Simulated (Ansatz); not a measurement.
**Nudged elastic band run: AlF3H2S**

The input (input.yaml):

```yaml
crystal:
  periodic: [false, false, false]
  atoms:
    - { symbol: F, position_ang: [-0.554752, -0.980753, 1.574231] }
    - { symbol: Al, position_ang: [0.317748, -1.042968, 0.118397] }
    - { symbol: F, position_ang: [-0.410256, -1.834868, -1.190984] }
    - { symbol: F, position_ang: [2.007391, -0.97437, 0.222187] }
    - { symbol: S, position_ang: [-0.101023, 1.315184, -0.636857] }
    - { symbol: H, position_ang: [0.201435, 2.073184, 0.461694] }
    - { symbol: H, position_ang: [-1.460543, 1.444612, -0.548668] }
basis:
  gaussian: { orbitals: "6-31G" }
hamiltonian:
  xc: pbe0
neb:
  order_check: false
  images: 7
  f_tol: 0.03
  max_iterations: 38
  final_atoms:
    - { symbol: F, position_ang: [-0.26054166, -1.29779838, 1.80610498] }
    - { symbol: Al, position_ang: [0.20619098, -1.05946989, 0.19491191] }
    - { symbol: F, position_ang: [-0.61628511, -1.87060867, -1.04474203] }
    - { symbol: F, position_ang: [1.82549269, -0.63508504, -0.09222391] }
    - { symbol: S, position_ang: [-0.80972906, 1.21217231, -0.14455999] }
    - { symbol: H, position_ang: [-0.03982049, 2.03538879, 0.63161429] }
    - { symbol: H, position_ang: [-0.30530735, 1.61542188, -1.35110525] }
  initial_path:
    images:
      - { positions_ang: [[-0.554752, -0.980753, 1.574231], [0.317748, -1.042968, 0.118397], [-0.410256, -1.834868, -1.190984], [2.007391, -0.97437, 0.222187], [-0.101023, 1.315184, -0.636857], [0.201435, 2.073184, 0.461694], [-1.460543, 1.444612, -0.548668]] }
      - { positions_ang: [[-0.47017843, -0.96927999, 1.61666711], [0.30919069, -1.01602514, 0.13186332], [-0.49590714, -1.77493216, -1.12467332], [1.97732249, -0.94650863, 0.1252203], [-0.17385908, 1.34007015, -0.54504422], [0.12563417, 2.00089874, 0.59101512], [-1.27220271, 1.36579803, -0.7950483]] }
      - { positions_ang: [[-0.38560486, -0.95780697, 1.65910322], [0.30063338, -0.98908227, 0.14532964], [-0.58155827, -1.71499633, -1.05836264], [1.94725399, -0.91864726, 0.02825359], [-0.24669515, 1.36495631, -0.45323144], [0.04983334, 1.92861347, 0.72033624], [-1.08386242, 1.28698406, -1.04142861]] }
      - { positions_ang: [[-0.30103129, -0.94633396, 1.70153933], [0.29207607, -0.96213941, 0.15879596], [-0.66720941, -1.65506049, -0.99205196], [1.91718548, -0.89078589, -0.06871311], [-0.31953123, 1.38984246, -0.36141865], [-0.02596749, 1.85632821, 0.84965735], [-0.89552214, 1.20817008, -1.28780891]] }
      - { positions_ang: [[-0.21645772, -0.93486094, 1.74397544], [0.28351876, -0.93519655, 0.17226228], [-0.75286054, -1.59512466, -0.92574129], [1.88711698, -0.86292452, -0.16567981], [-0.39236731, 1.41472861, -0.26960587], [-0.10176832, 1.78404295, 0.97897847], [-0.70718185, 1.12935611, -1.53418922]] }
      - { positions_ang: [[-0.22747871, -1.0255953, 1.75950782], [0.26418682, -0.96626488, 0.17792469], [-0.71871669, -1.66399566, -0.95549147], [1.8717109, -0.80596465, -0.14731584], [-0.49670775, 1.36408954, -0.2383444], [-0.08628136, 1.84687941, 0.89213743], [-0.60671322, 1.25087256, -1.48841823]] }
      - { positions_ang: [[-0.23849969, -1.11632966, 1.77504021], [0.24485487, -0.99733322, 0.18358709], [-0.68457283, -1.73286667, -0.98524166], [1.85630483, -0.74900478, -0.12895186], [-0.60104818, 1.31345046, -0.20708293], [-0.0707944, 1.90971587, 0.80529638], [-0.5062446, 1.372389, -1.44264724]] }
      - { positions_ang: [[-0.24952068, -1.20706402, 1.79057259], [0.22552292, -1.02840156, 0.1892495], [-0.65042897, -1.80173767, -1.01499184], [1.84089876, -0.69204491, -0.11058788], [-0.70538862, 1.26281138, -0.17582146], [-0.05530745, 1.97255233, 0.71845533], [-0.40577597, 1.49390544, -1.39687624]] }
      - { positions_ang: [[-0.26054166, -1.29779838, 1.80610498], [0.20619098, -1.05946989, 0.19491191], [-0.61628511, -1.87060867, -1.04474203], [1.82549269, -0.63508504, -0.09222391], [-0.80972906, 1.21217231, -0.14455999], [-0.03982049, 2.03538879, 0.63161429], [-0.30530735, 1.61542188, -1.35110525]] }
```

Run as:

```bash
$ ansatz run input.yaml --threads 1 --pin off --max-ram 2048MiB --backend cpu --events-out ev --progress --plain --runs-dir out
```

Output, in part (warnings, iteration lines, the closing report on the highest movable image, with atoms numbered from 0):

```
NEB end point (image 0): max|allowed force component| = 1.557e-3 eV/Å (the criterion of neb.relax_end_points is 1.000e-2)
NEB end point (image 8): max|allowed force component| = 2.586e-3 eV/Å (the criterion of neb.relax_end_points is 1.000e-2)
NEB iter   1: max|band force component| = 1.958e1 eV/Å  barrier→ = 3.6919 eV  barrier← = 3.6919 eV  Δτ_max = 0.1981 Å  (200 SCF iters)
NEB iter   2: max|band force component| = 5.586e0 eV/Å  barrier→ = 1.8307 eV  barrier← = 1.8307 eV  Δτ_max = 0.1986 Å  (190 SCF iters)
NEB iter   3: max|band force component| = 2.755e0 eV/Å  barrier→ = 1.2304 eV  barrier← = 1.2304 eV  Δτ_max = 0.1995 Å  (178 SCF iters)
NEB iter   4: max|band force component| = 1.776e0 eV/Å  barrier→ = 0.6889 eV  barrier← = 0.6889 eV  Δτ_max = 0.2000 Å  (177 SCF iters)
NEB iter   5: max|band force component| = 7.477e-1 eV/Å  barrier→ = 0.3331 eV  barrier← = 0.3331 eV  Δτ_max = 0.1986 Å  (175 SCF iters)
NEB iter   6: max|band force component| = 8.043e-1 eV/Å  barrier→ = 0.2241 eV  barrier← = 0.2241 eV  Δτ_max = 0.2000 Å  (180 SCF iters)
NEB iter   7: max|band force component| = 5.901e-1 eV/Å  barrier→ = 0.3193 eV  barrier← = 0.3193 eV  Δτ_max = 0.1963 Å  (182 SCF iters)
NEB iter   8: max|band force component| = 4.359e-1 eV/Å  barrier→ = 0.2584 eV  barrier← = 0.2584 eV  CI = image 4  Δτ_max = 0.1968 Å  (177 SCF iters)
NEB iter   9: max|band force component| = 4.010e-1 eV/Å  barrier→ = 0.2475 eV  barrier← = 0.2475 eV  CI = image 4  Δτ_max = 0.1257 Å  (173 SCF iters)
NEB iter  10: max|band force component| = 3.883e-1 eV/Å  barrier→ = 0.2785 eV  barrier← = 0.2785 eV  CI = image 4  Δτ_max = 0.1033 Å  (177 SCF iters)
NEB iter  11: max|band force component| = 2.954e-1 eV/Å  barrier→ = 0.2738 eV  barrier← = 0.2738 eV  CI = image 4  Δτ_max = 0.0320 Å  (180 SCF iters)
NEB iter  12: max|band force component| = 6.934e-2 eV/Å  barrier→ = 0.2724 eV  barrier← = 0.2724 eV  CI = image 4  Δτ_max = 0.0192 Å  (170 SCF iters)
NEB iter  13: max|band force component| = 3.158e-2 eV/Å  barrier→ = 0.2722 eV  barrier← = 0.2722 eV  CI = image 4  Δτ_max = 0.0061 Å  (168 SCF iters)
NEB iter  14: max|band force component| = 2.395e-2 eV/Å  barrier→ = 0.2721 eV  barrier← = 0.2721 eV  CI = image 4  Δτ_max = 0.0000 Å  (291 SCF iters)
Total energy: -25602.42238462 eV, -940.8716686896 hartree
Atom 0 at    -0.248361    -1.410819     1.815842 Å, force     0.007991     0.001394     0.004483 eV/Å
Atom 1 at     0.349450    -1.138935     0.256556 Å, force    -0.006590    -0.003642    -0.012034 eV/Å
Atom 2 at    -0.600177    -1.586312    -1.079392 Å, force    -0.002471     0.000818    -0.002425 eV/Å
Atom 3 at     2.032791    -1.104153     0.089330 Å, force     0.000821     0.000996     0.009757 eV/Å
Atom 4 at    -0.329859     1.236503    -0.213744 Å, force    -0.003722     0.006356    -0.003996 eV/Å
Atom 5 at    -0.055886     2.428114     0.370832 Å, force     0.002419    -0.001510     0.002603 eV/Å
Atom 6 at    -1.147958     1.575623    -1.239425 Å, force     0.001552    -0.004411     0.001612 eV/Å
Dipole moment:    -0.334491     1.163564    -0.231598 e Å
```

The forces met the threshold. A vibrational analysis at the climbing image gives one clearly imaginary mode, 397i cm⁻¹: a first-order saddle point. Limits of this set-up: no polarisation functions.

Final band (atoms are numbered from 1 in the order of the input):

| image | path coordinate (Å) | energy (kcal/mol) | height of S5 over the plane of its neighbours (Å) |
| --- | --- | --- | --- |
| 0 | 0.00 | 0.0 | -0.72 |
| 1 | 0.39 | 0.1 | -0.71 |
| 2 | 0.78 | 0.7 | -0.65 |
| 3 | 1.17 | 3.2 | -0.42 |
| 4 | 1.56 | 6.3 | 0.00 |
| 5 | 1.95 | 3.2 | 0.42 |
| 6 | 2.35 | 0.7 | 0.65 |
| 7 | 2.74 | 0.1 | 0.71 |
| 8 | 3.13 | 0.0 | 0.72 |

Run time: 9.3 min on 1 thread of Intel(R) Xeon(R) Processor @ 2.50GHz (Skylake/Cascade Lake), with other jobs on the host, peak memory 0.14 GiB.
